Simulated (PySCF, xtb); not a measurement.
SiBrF2, SMILES F[Si](F)Br, multiplicity 2.

Harmonic wavenumbers (cm⁻¹) from GFN2-xTB (xtb) at its own minimum, in rising order: 136, 179, 270, 428, 836, 859.

Problem. What does PBE-D3(BJ)/def2-SVP run with PySCF give at its own minimum? (An estimate is asked for; the answer gives what the named calculation found.)

Solution. 169, 206, 313, 432, 832, 910. Paired by order, the mean absolute difference is 27 cm⁻¹ and the zero-point energies are 3.9 and 4.1 kcal/mol.
